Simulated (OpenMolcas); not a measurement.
W3+ among 6 point charges of -1.7 e arranged as an octahedron (Oh), 2.15 Å from the ion.

```json
{
 "Program": "OpenMolcas",
 "Method": "CASSCF",
 "Basis": "ANO-RCC-VDZP [7s6p4d2f1g]",
 "Scalar Hamiltonian": "DKH2, point nucleus",
 "Active space": "3 electrons in 5 orbitals (5d)",
 "State averaging": "2S+1 = 4 even, 10 roots; 2S+1 = 2 even, 40 roots",
 "Spin-orbit coupling": "RASSI with atomic mean-field integrals over the reference wave functions"
}
```

What is the spin-free ground state (labels of O, the rotations of Oh)?

4A2, 1-fold in its orbital part, 100 % from free-ion F terms; it has the highest spin that d3 allows.

Where is the first state of the same spin?

4T2 at 12400 cm-1 above the ground state.

What are the lowest two levels with spin-orbit coupling?

A 4-fold level Γ8, then a 4-fold level Γ8 9786 cm-1 above it. Their leading multiplicities are 4 (95 %) and 4 (58 %).

What is χT at 300 K, and how does it compare with the textbook value?

The lowest level has 2S+1 = 4, for which the spin-only value is χT = S(S+1) / 2 = 1.875 cm3 K/mol (g = 2). The computed 0.782 at 300 K differs by -1.093, through orbital momentum, spin-orbit coupling and any other state in reach.

Which ligand-field parameters describe the states?

A least-squares ligand-field fit to the states below 45000 cm-1, each weighted by its degeneracy and with a free common offset, gives 10Dq = 12909 cm-1, B = 717 cm-1 and C = 2888 cm-1 (C/B = 4.03), with an rms deviation of 207 cm-1. 

Without dynamic correlation the repulsion within the d shell is too large (B by tens of per cent), so at a given field states of lower spin stand too high. This field is weak: 10Dq is about 12909 cm-1, while octahedral complexes of 5d ions of charge 3 and more, computed by the same method with explicit ligands, had a median near 35000 cm-1. Ground spin and moment need not be those of a real site. Point charges carry no covalency, so the field is a model and not that of real ligands. No measured value stands beside these numbers.
